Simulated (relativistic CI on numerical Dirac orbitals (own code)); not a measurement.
# L2,3 absorption of nickel in several valence states

Computed multiplet spectra 2p⁶3dⁿ → 2p⁵3dⁿ⁺¹ (Dirac-Coulomb-Breit ions, Slater integrals scaled by 0.8, an assumed crystal field that grows with the charge, no charge transfer; 300 K; Lorentzian 0.4 eV and Gaussian 0.3 eV FWHM at both edges, so that L2 comes out sharper than in experiment). Peaks over 5 % are given in eV from the highest peak in the L3 region of each spectrum (height, largest 100). S of the lowest state is read from ⟨S²⟩, and the branching ratio is the share of L3, cut at the minimum between the edges.

Field parameters in Wybourne normalisation: Oh B⁴₀ = 21Dq, B⁴₄ = √(5/14) B⁴₀. The field is a parameter set, without covalency.

- Ni²⁺ (d8, Oh, 10Dq = 12250 cm⁻¹): S = 1.00, branching ratio 0.74; peaks 0.0 (100), 1.2 (10), 2.1 (25), 17.3 (24), 18.5 (25)
- Ni³⁺ (d7, Oh, 10Dq = 15850 cm⁻¹): S = 1.50, high spin, branching ratio 0.82; peaks -4.2 (64), -2.2 (78), -1.5 (82), 0.0 (100), 1.5 (18), 2.9 (8), 15.9 (22), 16.9 (23), 17.6 (24), 19.0 (6)

Task: What spin state follows for Ni⁴⁺ in Oh, 10Dq = 19400 cm⁻¹, and does its branching ratio lie nearer 2/3 or nearer 0.8?

Result: Ni⁴⁺ (d6, Oh, 10Dq = 19400 cm⁻¹): S = 2.00, high spin, branching ratio 0.78; peaks -3.2 (26), -2.2 (23), 0.0 (100), 1.5 (39), 1.8 (39), 3.6 (13), 4.2 (13), 5.7 (8), 15.7 (8), 16.9 (11), 17.9 (27), 22.1 (6). High-spin states, above all those with an unquenched orbital moment, raise the ratio above the statistical 2/3; low spin and nearly empty shells keep it near or below 2/3.

The centroid of the whole edge, which also moves with the branching ratio, lies at 860.3 (Ni²⁺), 860.9 (Ni³⁺), 865.0 (Ni⁴⁺) eV in this ionic model, in steps of 0.6 to 4.1 eV. Compounds show about 1 to 2 eV a unit and lower energies for the high valences, since ligands screen the charge. The multiplet shape follows the d count and the spin state, and so serves as a fingerprint of valence. Real compounds of Ni³⁺, Ni⁴⁺ are mostly low spin, since covalency shrinks the Slater integrals more than this scale does.
